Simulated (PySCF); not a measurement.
Precursor series Y F-OH. All species are isolated molecules in the gas phase. One relaxed conformer stands for each flexible species; it need not be the lowest.

The numbers are results of PySCF with TPSSh-D3(BJ)/def2-TZVP // TPSS-D3(BJ)/def2-SVP, not measurements. 

```csv
species,coordination number,HOMO (eV),mean distance from the central atom to its bonded neighbours (Å)
0 of 3 F replaced by OH ([Y(F)3]),3,-9.41,2.004
1 of 3 F replaced by OH ([Y(F)2(OH)]),3,-7.80,2.015
2 of 3 F replaced by OH ([Y(F)(OH)2]),3,-7.43,2.026
3 of 3 F replaced by OH ([Y(OH)3]),3,-6.93,2.036
```
